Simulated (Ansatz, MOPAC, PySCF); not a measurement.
Molecule: C$_{3}$H$_{6}$O$_{2}$, charge 0, multiplicity 1. SMILES: COC(C)=O
Geometry: optimised at B3LYP-D3(BJ)/def2-TZVP (Ansatz, a program for electronic structure).

Wanted: size of the dipole moment, in D. Set-up: no spin-orbit coupling; non-relativistic; LANL2DZ all-electron up to Ne; 6-31G* and kin with 6d, 5d where marked; 6-311+G** with 5d; dispersion terms only where a functional's name holds one. Ab initio and DFT rows: single points at B3LYP-D3(BJ) geometries (Ansatz). Semi-empirical rows: dipoles at the shared geometry.

Measured values: NIST CCCBDB, as tabulated in the package chemicals; dipoles are vibrational averages and may belong to another conformer or a mix. 

Value to compare with, the measured value: 1.72 D.

```
level             program  size of the dipole moment (D)  error
----------------  -------  -----------------------------  -----
AM1                 MOPAC                           1.63  -0.09
PM6                 MOPAC                           2.00   0.28
SVWN5/6-31G*       Ansatz                           1.77   0.05
PBE/LANL2DZ        Ansatz                           1.80   0.08
PBE/6-311+G**      Ansatz                           1.84   0.12
BLYP/6-31G*        Ansatz                           1.73   0.01
B3LYP/STO-3G       Ansatz                           1.15  -0.57
B3LYP/6-31+G*      Ansatz                           1.92   0.20
B3LYP/6-31G**      Ansatz                           1.78   0.06
B3LYP/def2-SVP     Ansatz                           1.77   0.05
B3LYP/6-311+G**    Ansatz                           1.88   0.16
PBE0/6-311+G**     Ansatz                           1.88   0.16
M06-2X/6-311+G**    PySCF                           1.87   0.15
```

Among the 13 habitual levels, B3LYP/STO-3G lies farthest from the measured value (-0.57 D); 11 of 13 lie above it, and their mean absolute error is 0.15 D, the median 0.12. One case shows no general order.

The levels are drawn from those run, B3LYP/6-31G* more often than the rest, none by its result; left out are runs that failed, that the program found above a lower state of the same kind, or whose <S^2> lies over 0.5 above the pure value.
